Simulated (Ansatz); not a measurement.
`F[SiH2]O[SiH2]F` and `F[SiH2]S[SiH2]F` differ in one element.

Ansatz, PBE0-D4/def2-TZVP geometries, multiplicity 1. Each molecule was computed in one conformer, which needn't be the lowest.

```
                                                                                  property  `F[SiH2]O[SiH2]F`
                                            zero-point energy (PBE0-D4/def2-TZVP) / kJ/mol              120.7
                                                        HOMO energy (PBE0/def2-TZVPP) / eV              -9.40
                                                   HOMO–LUMO gap (ωB97M-V/def2-TZVPP) / eV              13.75
                                                       HOMO–LUMO gap (PBE/def2-TZVPP) / eV               7.40
                                                      HOMO–LUMO gap (PBE0/def2-TZVPP) / eV               9.76
ideal-gas entropy at 298 K and 1 bar (rigid rotor, harmonic PBE0-D4/def2-TZVP) / J/(mol·K)                364
```

**Question.** Give the same properties after the change, and the shifts. (Estimate.)

**Answer.** Computed: 
| property | `F[SiH2]S[SiH2]F` | shift |
| --- | --- | --- |
| zero-point energy (PBE0-D4/def2-TZVP) / kJ/mol | 113.5 | -7.2 |
| HOMO energy (PBE0/def2-TZVPP) / eV | -8.40 | 1.00 |
| HOMO–LUMO gap (ωB97M-V/def2-TZVPP) / eV | 12.01 | -1.74 |
| HOMO–LUMO gap (PBE/def2-TZVPP) / eV | 5.94 | -1.46 |
| HOMO–LUMO gap (PBE0/def2-TZVPP) / eV | 8.03 | -1.73 |
| ideal-gas entropy at 298 K and 1 bar (rigid rotor, harmonic PBE0-D4/def2-TZVP) / J/(mol·K) | 366 | 2 |

With PBE0 the HOMO rises by 1.00 eV and the LUMO falls by 0.73 eV, so the gap narrows by about 1.73 eV. PBE moves the HOMO by 0.76 eV and ωB97M-V by 1.11 eV. Modes under 60 cm⁻¹, often nearly free rotors, make the harmonic entropy too high.

Positive LUMOs are unbound, so they and the gaps depend on the basis.
